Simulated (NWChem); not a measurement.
System: ZrH4; SMILES [ZrH4]

The following NWChem deck was run.

```
start job
memory heap 200 mb stack 900 mb global 1100 mb
geometry units angstroms noautosym nocenter noautoz
  Zr    -0.000008     0.000021     0.000003
  H      1.505643    -1.048624     0.184412
  H     -1.481346    -1.080293    -0.197715
  H      0.178801     1.075994    -1.486896
  H     -0.203094     1.053010     1.500200
end
basis spherical
  * library def2-tzvp
end
ecp
  Zr library def2-ecp
end
dft
  xc hfexch
  iterations 150
end
property
  response 1 0.0
end
task dft property
```

Excerpt of the output:

```
             Northwest Computational Chemistry Package (NWChem) 7.3.0
             --------------------------------------------------------

                             Geometry "geometry" -> ""
                             -------------------------

 Output coordinates in angstroms (scale by  1.889725989 to convert to a.u.)

  No.       Tag          Charge          X              Y              Z
 ---- ---------------- ---------- -------------- -------------- --------------
    1 Zr                  40.0000    -0.00000800     0.00002100     0.00000300
    2 H                    1.0000     1.50564300    -1.04862400     0.18441200
    3 H                    1.0000    -1.48134600    -1.08029300    -0.19771500
    4 H                    1.0000     0.17880100     1.07599400    -1.48689600
    5 H                    1.0000    -0.20309400     1.05301000     1.50020000

 Effective nuclear repulsion energy (a.u.)      46.9682448170

                                 NWChem DFT Module
                                 -----------------

 Summary of "ao basis" -> "ao basis" (spherical)
 ------------------------------------------------------------------------------
       Tag                 Description            Shells   Functions and Types
 ---------------- ------------------------------  ------  ---------------------
 Zr                        def2-tzvp                14       40   6s4p3d1f
 H                         def2-tzvp                 4        6   3s1p

            General Information
            -------------------
          SCF calculation type: DFT
          Wavefunction type:  closed shell.
          No. of atoms     :     5
          No. of electrons :    16
           Alpha electrons :     8
            Beta electrons :     8
          Charge           :     0
          Spin multiplicity:     1
          Use of symmetry is: off; symmetry adaption is: off
          Maximum number of iterations: 150
          AO basis - number of functions:    64
                     number of shells:    30
          Convergence on energy requested:  1.00D-06
          Convergence on density requested:  1.00D-05
          Convergence on gradient requested:  5.00D-04

              XC Information
              --------------
                     Hartree-Fock (Exact) Exchange  1.000

      Superposition of Atomic Density Guess
      -------------------------------------

 Sum of atomic energies:         -55.46264485

      Non-variational initial energy
      ------------------------------

 Total energy =     -48.084308
 1-e energy   =    -108.833631
 2-e energy   =      45.920794
 HOMO         =      -0.320624
 LUMO         =      -0.014106

   convergence    iter        energy       DeltaE   RMS-Dens  Diis-err
 ---------------- ----- ----------------- --------- --------- ---------
 d= 0,ls=0.0,diis     1    -48.7020436899 -6.35D+01  1.24D-02  3.60D-01
 d= 0,ls=0.0,diis     2    -48.7682942641 -6.63D-02  4.25D-03  6.28D-02
 d= 0,ls=0.0,diis     3    -48.7761325803 -7.84D-03  1.12D-03  1.32D-03
 d= 0,ls=0.0,diis     4    -48.7765381594 -4.06D-04  2.28D-04  3.23D-05
 d= 0,ls=0.0,diis     5    -48.7765499234 -1.18D-05  5.21D-05  1.43D-06
 d= 0,ls=0.0,diis     6    -48.7765505277 -6.04D-07  8.52D-06  4.55D-08

         Total DFT energy =      -48.776550527664
      One electron energy =     -109.034033757868
           Coulomb energy =       52.104954183301
    Exchange-Corr. energy =       -6.675999756152
 Nuclear repulsion energy =       14.828528803055

 Numeric. integr. density =        0.000000000000

                       DFT Final Molecular Orbital Analysis
                       ------------------------------------

 Vector    6  Occ=2.000000D+00  E=-4.341137D-01
              MO Center= -2.8D-01, -1.9D-02, -2.4D-01, r^2= 3.3D+00
   Bfn.  Coefficient  Atom+Function         Bfn.  Coefficient  Atom+Function
  ----- ------------  ---------------      ----- ------------  ---------------
     8      0.233343  1 Zr py                48      0.218339  3 H  s
    21     -0.211022  1 Zr d  0              54     -0.202085  4 H  s
    26     -0.161952  1 Zr d  0              49      0.151981  3 H  s
    14     -0.147388  1 Zr py                55     -0.140668  4 H  s
    60     -0.140945  5 H  s                 42      0.124682  2 H  s

 Vector    7  Occ=2.000000D+00  E=-4.341029D-01
              MO Center= -2.1D-02,  4.4D-01,  2.4D-02, r^2= 3.3D+00
   Bfn.  Coefficient  Atom+Function         Bfn.  Coefficient  Atom+Function
  ----- ------------  ---------------      ----- ------------  ---------------
     9      0.221487  1 Zr pz                60     -0.219952  5 H  s
    54      0.214415  4 H  s                 20     -0.207915  1 Zr d -1
    25     -0.159566  1 Zr d -1              19      0.154029  1 Zr d -2
    61     -0.153098  5 H  s                 55      0.149244  4 H  s
    15     -0.139908  1 Zr pz                48      0.124319  3 H  s

[...]

 DFT Linear Response polarizability / au
 Frequency  =       0.0000000 / au
              X              Y              Z
 -----------------------------------------------
 X      45.1499648     -0.0000969      0.0000119
 Y      -0.0000969     45.1442732      0.0000840
 Z       0.0000119      0.0000840     45.1499583
 -----------------------------------------------
 Eigenvalues =      45.1499740     45.1442703     45.1499520
 Isotropic   =      45.1480654
 Anisotropic =       0.0056928
 -----------------------------------------------

 Magnetic Dipole Response Matrix (nonzero elements):

 Exiting AOResponse driver routine
```

Level: Hartree-Fock/def2-TZVP with def2 effective core potentials on Zr. All runs use the structure optimised with PBE0/def2-SVP. def2 effective core potentials on Zr; no spin-orbit coupling.
